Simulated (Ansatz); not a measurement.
A structure relaxed at PBE0-D4/def2-TZVP, charge 0, multiplicity 1:

```json
{"atom": "C1", "x (Å)": "-2.717", "y (Å)": "0.161", "z (Å)": "0.293"}
{"atom": "O2", "x (Å)": "-1.670", "y (Å)": "-0.785", "z (Å)": "0.197"}
{"atom": "Ge3", "x (Å)": "0.009", "y (Å)": "-0.266", "z (Å)": "0.205"}
{"atom": "O4", "x (Å)": "0.059", "y (Å)": "1.100", "z (Å)": "-0.919"}
{"atom": "C5", "x (Å)": "1.247", "y (Å)": "1.848", "z (Å)": "-1.073"}
{"atom": "O6", "x (Å)": "0.980", "y (Å)": "-1.616", "z (Å)": "-0.364"}
{"atom": "C7", "x (Å)": "0.640", "y (Å)": "-2.264", "z (Å)": "-1.577"}
{"atom": "Si8", "x (Å)": "0.855", "y (Å)": "0.301", "z (Å)": "2.367"}
{"atom": "Cl9", "x (Å)": "2.877", "y (Å)": "0.539", "z (Å)": "2.330"}
{"atom": "Cl10", "x (Å)": "0.001", "y (Å)": "2.065", "z (Å)": "2.943"}
{"atom": "Cl11", "x (Å)": "0.374", "y (Å)": "-1.136", "z (Å)": "3.722"}
{"atom": "H12", "x (Å)": "-3.654", "y (Å)": "-0.367", "z (Å)": "0.107"}
{"atom": "H13", "x (Å)": "-2.611", "y (Å)": "0.962", "z (Å)": "-0.445"}
{"atom": "H14", "x (Å)": "-2.767", "y (Å)": "0.609", "z (Å)": "1.292"}
{"atom": "H15", "x (Å)": "2.102", "y (Å)": "1.215", "z (Å)": "-1.338"}
{"atom": "H16", "x (Å)": "1.498", "y (Å)": "2.409", "z (Å)": "-0.165"}
{"atom": "H17", "x (Å)": "1.086", "y (Å)": "2.565", "z (Å)": "-1.881"}
{"atom": "H18", "x (Å)": "0.652", "y (Å)": "-1.570", "z (Å)": "-2.424"}
{"atom": "H19", "x (Å)": "-0.348", "y (Å)": "-2.730", "z (Å)": "-1.518"}
{"atom": "H20", "x (Å)": "1.387", "y (Å)": "-3.041", "z (Å)": "-1.753"}
```

Question: Give its formula and SMILES.

Answer: C3H9Cl3GeO3Si, `C[O][Ge]([O]C)([O]C)[Si](Cl)(Cl)Cl`.

Question: Point group (tolerance 0.08 Å, 0.16 Å for H)?

Answer: C1.

Question: Summarise the bond lengths by kind.

Answer: 3 × C–O 1.412 to 1.417 Å; 9 × C–H 1.091 to 1.097 Å; 3 × Ge–O 1.757 to 1.770 Å; 1 × Ge–Si 2.390 Å; 3 × Cl–Si 2.033 to 2.042 Å.

Results of the Gaussian-basis code of Ansatz.
